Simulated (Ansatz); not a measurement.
A calculation with Ansatz (development build ahead of 0.2.0).

```yaml
crystal:
  periodic: [false, false, false]
  atoms:
    - { symbol: Cu, position_ang: [0.0, 0.0, 1.4] }
    - { symbol: Cu, position_ang: [0.0, 0.0, -1.4] }
    - { symbol: O, position_ang: [0.0, 1.15, 0.0] }
    - { symbol: O, position_ang: [0.0, -1.15, 0.0] }
basis:
  gaussian: { orbitals: pcseg-2 }
total_charge: 2
magnetization:
  spin_polarized: true
  initial_magnetization: 4
hamiltonian:
  xc: pbe0
```

The input is written out in the form of the current development build from the run's settings.

Results

```yaml
Converged: yes
Total_energy: -3430.02436 hartree
Spin_squared_of_the_determinant: 6.024
Stability_test: minimum
```

Caution: other spin multiplicities may lie lower.
